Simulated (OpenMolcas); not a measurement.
# Pt2+: terms and fine structure

```json
{"Program": "OpenMolcas 26.06", "Method": "CASSCF", "Basis": "ANO-RCC-VTZP [8s7p5d3f1g]", "Scalar Hamiltonian": "DKH2, point nucleus", "Active space": "8 electrons in 5 orbitals (5d)", "State averaging": "2S+1 = 3 even, 10 roots; 2S+1 = 1 even, 15 roots", "Spin-orbit coupling": "RASSI with atomic mean-field integrals over the reference wave functions, term energies averaged over their components"}
```

Spin-free terms above the lowest, with the occupations of the reference:

| Configuration | Term | E (eV) | Occupations |
| --- | --- | --- | --- |
| 5d8 | 3F | 0.0000 | 5d 8.00 |
| 5d8 | 1D | 1.4105 | 5d 8.00 |
| 5d8 | 3P | 1.6104 | 5d 8.00 |
| 5d8 | 1G | 2.1601 | 5d 8.00 |
| 5d8 | 1S | 5.4093 | 5d 8.00 |

With spin-orbit coupling, above the lowest level:

| Configuration | Term | J | E (eV) | Measured (eV) | g | Term weight % | Second |
| --- | --- | --- | --- | --- | --- | --- | --- |
| 5d8 | 3F | 4 | 0.0000 | 0.0000 | 1.243 | 97 | 3 1G |
| 5d8 | 1D | 2 | 1.0579 |  | 0.989 | 46 | 34 3F |
| 5d8 | 3F | 3 | 1.2235 | 1.2091 | 1.084 | 100 |  |
| 5d8 | 3P | 2 | 2.1773 |  | 1.121 | 54 | 45 3F |
| 5d8 | 3P | 0 | 2.6093 | 1.8522 |  | 88 | 12 1S |
| 5d8 | 3P | 1 | 2.8340 | 2.0807 | 1.501 | 100 |  |
| 5d8 | 1G | 4 | 3.2047 | 2.6447 | 1.008 | 97 | 3 3F |
| 5d8 | 1D | 2 | 3.4564 |  | 1.057 | 54 | 25 3P |
| 5d8 | 1S | 0 | 6.8575 |  |  | 88 | 12 3P |

Against the 4 measured excited levels shown (NIST levels as listed in McCann et al., Mon. Not. R. Astron. Soc. 538, 537 (2025)) the mean absolute deviation is 4200 cm-1; the largest miss in energy is 5d8 3P0: computed 2.6093, measured 1.8522 eV (+40.9 %).

Spin-orbit coupling puts the lowest level 0.9431 eV below the lowest spin-free term.

A least-squares Racah fit to the terms below 60000 cm-1, each weighted by 2L + 1 and with a free common offset, gives B = 865 cm-1 and C = 3515 cm-1 (C/B = 4.06), with an rms deviation of 8 cm-1.

Configurations with an s electron lie low in 5d ions of this charge, fall among these levels and mix in, so low-spin terms can stand far too high, up to twice their true height, and weights are not those of the real levels. Without dynamic correlation excited terms often stand tens of per cent too high (terms of higher spin than the ground term too low), and those without a measured partner can miss by more than the paired ones. Measured partners are found by configuration, term and J. A level has none where our copy of the source lacks it or the pairing is in doubt (some pairs that miss far off the trend of their configuration count as doubtful), and it then counts in no deviation. Only configurations of the active space appear.

The RASSCF and RASSI steps took 9.3 s on 1 thread of Arm Neoverse N1 (shared host); the integral step is not counted.

The term weight is that of the spin-free term in the level, not the purity of its configuration.
